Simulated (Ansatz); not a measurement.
Basis-set series for FGeH3OSi, SMILES `[F][Ge][O][SiH3]`. Charge 0, multiplicity 1. All single points use the PBE0-D4/def2-TZVP geometry. It is one conformer, not always the lowest.

| functional | basis | functions | energy (Eh) | HOMO (eV) | LUMO (eV) |
| --- | --- | --- | --- | --- | --- |
| PBE0-D4 | def2-SVP | 93 | -2542.41013 | -8.43 | -2.17 |
| PBE0-D4 | def2-QZVPP | 363 | -2543.06690 | -8.57 | -2.33 |
| ωB97M-V | def2-SVP | 93 | -2542.78682 | -10.65 | -0.14 |
| ωB97M-V | def2-QZVPP | 363 | -2543.44526 | -10.83 | -0.43 |

Q: Give the rows for def2-TZVPP. (Best estimate.)

A: Ansatz gave: 
| functional | basis | functions | energy (Eh) | HOMO (eV) | LUMO (eV) |
| --- | --- | --- | --- | --- | --- |
| PBE0-D4 | def2-TZVPP | 194 | -2543.00097 | -8.53 | -2.27 |
| ωB97M-V | def2-TZVPP | 194 | -2543.38224 | -10.77 | -0.28 |

Scalar relativity is left out up to krypton.
